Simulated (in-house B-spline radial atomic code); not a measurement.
Successive ionisation energies of iron; each step leads to the configuration of the next row (after the last: [Ne] 3s2). NIST's values go from ground level to ground level; the uncertainty of those that are theory runs from under 0.1 % in few-electron ions to several per cent in heavy many-electron ones. Computed with a B-spline radial code for spherical atoms: non-relativistic Hartree-Fock, average of the configuration, point nuclei.

| ion | configuration | ionisation energy (eV) | tabulated value (eV) | tabulated kind | computed minus tabulated (eV) | highest orbital | largest mean radius (bohr) |
| --- | --- | --- | --- | --- | --- | --- | --- |
| Fe | [Ar] 3d6 4s2 | 6.8 | 7.902468 | measured | -1.1 | 4s | 3.2416 |
| Fe+ | [Ar] 3d6 4s1 | ? | ? | measured | ? | ? | ? |
| Fe2+ | [Ar] 3d6 | 31.9 | 30.651 | measured | 1.3 | 3d | 1.0551 |
| Fe3+ | [Ar] 3d5 | 51.3 | 54.91 | measured | -3.6 | 3d | 0.9741 |
| Fe4+ | [Ar] 3d4 | ? | ? | semi-empirical | ? | ? | ? |
| Fe5+ | [Ar] 3d3 | ? | ? | measured | ? | ? | ? |
| Fe6+ | [Ar] 3d2 | 122.7 | 124.9671 | measured | -2.3 | 3d | 0.81739 |
| Fe7+ | [Ar] 3d1 | 150.4 | 151.06 | measured | -0.7 | 3d | 0.7823 |
| Fe8+ | [Ne] 3s2 3p6 | 232.7 | 233.6 | semi-empirical | -0.9 | 3p | 0.76518 |
| Fe9+ | [Ne] 3s2 3p5 | 262.0 | 262.1 | semi-empirical | -0.1 | 3p | 0.74882 |
| Fe10+ | [Ne] 3s2 3p4 | 292.2 | 290.9 | semi-empirical | 1.3 | 3p | 0.7337 |
| Fe11+ | [Ne] 3s2 3p3 | 323.3 | 330.8 | semi-empirical | -7.5 | 3p | 0.72067 |
| Fe12+ | [Ne] 3s2 3p2 | 355.4 | 361 | semi-empirical | -5.6 | 3p | 0.71054 |
| Fe13+ | [Ne] 3s2 3p1 | 388.4 | 392.2 | semi-empirical | -3.8 | 3p | 0.70073 |

Q: Fill in the row of Fe+.

A: ionisation energy (eV): 14.7; tabulated value (eV): 16.19921; computed minus tabulated (eV): -1.5; highest orbital: 4s; largest mean radius (bohr): 2.8775.

Q: Fill in the row of Fe4+.

A: ionisation energy (eV): 73.1; tabulated value (eV): 75; computed minus tabulated (eV): -1.9; highest orbital: 3d; largest mean radius (bohr): 0.91146.

Q: Fill in the row of Fe5+.

A: ionisation energy (eV): 96.9; tabulated value (eV): 98.985; computed minus tabulated (eV): -2.1; highest orbital: 3d; largest mean radius (bohr): 0.86044.

Q: Where is the largest jump?

A: From Fe to Fe+, by a factor of 2.17 (6.7907 to 14.744 eV); the highest orbital goes from 4s to 4s.

Q: How far is this level of theory from the measured and semi-empirical values?

A: Over those 14 rows the differences run from -7.47 to +1.3 eV (mean absolute value 2.4 eV). The calculation leaves out relativity, correlation and, in open shells, the multiplet splittings that an average leaves out.
